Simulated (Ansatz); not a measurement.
methyl chloride (CH3Cl), singlet, geometry from GFN2-xTB; CCSD(T)/6-31G** (Ansatz, a first-principles code).

The Ansatz input:
Ansatz 0.2 input:
```yaml
crystal:
  periodic: [false, false, false]
  atoms:
    - {symbol: C, position_ang: [-0.00149191, 0.04693566, -1.12182869]}
    - {symbol: Cl, position_ang: [0.00086957, -0.02735682, 0.65386656]}
    - {symbol: H, position_ang: [-0.03217621, 1.09066645, -1.41847283]}
    - {symbol: H, position_ang: [0.90554001, -0.42739850, -1.48323349]}
    - {symbol: H, position_ang: [-0.87919504, -0.47981606, -1.48305307]}
basis:
  gaussian:
    orbitals: 6-31G__.json
magnetization: {spin_polarized: false}
correlation: {method: ccsd_t, electrons: outside_noble_gas}
accuracy: high
```
The basis file holds 6-31G** in the JSON format of the Basis Set Exchange.

Task: What does Ansatz print? Leave out banner, timings and long lists.

Result: 
```
Functional definition: HF
1058 factors; integrals over basis functions are off by at most 3.7e-9 eV
mean field evaluation 1: about -13580.6096 eV, gradient 1.3e1 eV
mean field evaluation 2: about -13580.6139 eV, gradient 1.3e1 eV
mean field evaluation 4: about -13581.1368 eV, gradient 1.2e0 eV
mean field evaluation 8: about -13581.1418 eV, gradient 5.1e-4 eV
mean field evaluation 16: about -13581.1377 eV, gradient 2.6e-1 eV
mean field -13581.14178109 eV, -499.0977548264 hartree, gradient 1.4e-8 eV, S^2 0.000000; 0 other end points of the search recorded, 0 dependent functions left out
6 core orbitals not correlated
reference -13581.14178109 eV, -499.0977548264 hartree; 7, 7 occupied and 36, 36 virtual orbitals, 1058 factors
second order -7.62948188 eV of doubles, -0.00000000 eV of singles
cycle   1  -8.19558442 eV  change   -5.7e-1 eV  update   5.2e-2
cycle   2  -8.39178753 eV  change   -2.0e-1 eV  update   1.6e-2
cycle   3  -8.41896730 eV  change   -2.7e-2 eV  update   5.2e-3
cycle   4  -8.41918561 eV  change   -2.2e-4 eV  update   1.3e-3
cycle   5  -8.41923615 eV  change   -5.1e-5 eV  update   3.1e-4
cycle   6  -8.41923669 eV  change   -5.4e-7 eV  update   7.3e-5
cycle   7  -8.41924157 eV  change   -4.9e-6 eV  update   1.8e-5
cycle   8  -8.41924382 eV  change   -2.3e-6 eV  update   5.3e-6
cycle   9  -8.41924240 eV  change    1.4e-6 eV  update   1.4e-6
cycle  10  -8.41924234 eV  change    6.0e-8 eV  update   3.4e-7
cycle  11  -8.41924233 eV  change    1.2e-8 eV  update   9.0e-8
cycle  12  -8.41924241 eV  change   -7.9e-8 eV  update   3.3e-8
cycle  13  -8.41924239 eV  change    1.7e-8 eV  update   1.6e-8
cycle  14  -8.41924187 eV  change    5.3e-7 eV  update   1.1e-7
cycle  15  -8.41924183 eV  change    3.1e-8 eV  update   3.0e-8
cycle  16  -8.41924182 eV  change    1.5e-8 eV  update   7.4e-9
cycle  17  -8.41924182 eV  change   -2.1e-9 eV  update   2.1e-9
cycle  18  -8.41924182 eV  change  -1.1e-10 eV  update  4.7e-10
perturbative correction -0.20156398 eV, -0.0074073395 hartree
Total energy: -13589.76258689 eV, -499.4145635961 hartree
```
